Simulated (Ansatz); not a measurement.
This geometry of CH4Sb (6 atoms, charge -1, multiplicity 1) is a first-order saddle point.

Computed with Ansatz 0.2.0, RKS B3LYP/def2-TZVP.

```xyz
6
Properties=species:S:1:pos:R:3
C -0.057 -1.063 -0.099
Sb 0.780 0.785 -0.012
H -1.111 -1.286 0.001
H 0.632 -1.882 -0.259
H -0.259 1.841 -1.004
H 0.015 1.605 1.373
```

Which two structures does it join? (They come from a converged band through this point; their orientation in space is the band's.)

No bond is made or broken. The height of C1 over the plane of its neighbours goes from 0.42 to -0.42 Å. The two ends are copies of one structure, up to a mirror image or an exchange of like atoms.

Initial state:

```xyz
6
Properties=species:S:1:pos:R:3
C 0.077 -1.133 0.290
Sb 0.761 0.812 -0.068
H -1.010 -1.241 0.209
H 0.567 -1.791 -0.439
H -0.303 1.723 -1.205
H -0.091 1.630 1.213
```

Final state:

```xyz
6
Properties=species:S:1:pos:R:3
C -0.011 -1.075 -0.468
Sb 0.769 0.806 0.014
H -1.052 -1.214 -0.158
H 0.622 -1.826 0.023
H -0.337 1.793 -0.900
H 0.009 1.516 1.488
```

How far does it lie above each of them?

2.3 kcal/mol above the first and 2.3 kcal/mol above the second. This is the barrier of this one path; another mechanism may lie lower. Limits of this set-up: an anion without diffuse functions, the dipole of an ion depends on the origin.

Time of the run: 34 s on 2 threads of AMD EPYC 9R14 (Zen 4), with other jobs on the host, peak memory 0.19 GiB.
